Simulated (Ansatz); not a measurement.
Basis-set extrapolation for `C[B]O[SiH3]` radical (PBE0-D4/def2-TZVP geometry, frozen core, the Gaussian-basis code of Ansatz). Multiplicity 2, UHF reference.

|  | def2-TZVPP | def2-QZVPP |
| --- | --- | --- |
| HF | -429.950247 | -429.966718 |
| MP2 correlation | -0.609149 | -0.653810 |
| CCSD(T) correlation | -0.675635 | not run |

Energies in hartree. Use E(X) = E(∞) + A·exp(−7.88·√X) for Hartree–Fock and E(X) = E(∞) + B·X^(−2.97) for correlation, with X = 3 and 4, and add CCSD(T) minus MP2 of the smaller set to the MP2 limit.

Question: What is the CCSD(T) energy at the basis-set limit?

Answer: HF limit: -429.966718 + (-0.016471) × 0.13774 = -429.96899. MP2 limit: -0.653810 + (-0.044661) × 0.74074 = -0.68689. Higher-order term: -0.675635 − (-0.609149) = -0.06649. Total: -430.72237 hartree, 253.3 kJ/mol below CCSD(T)/def2-TZVPP.
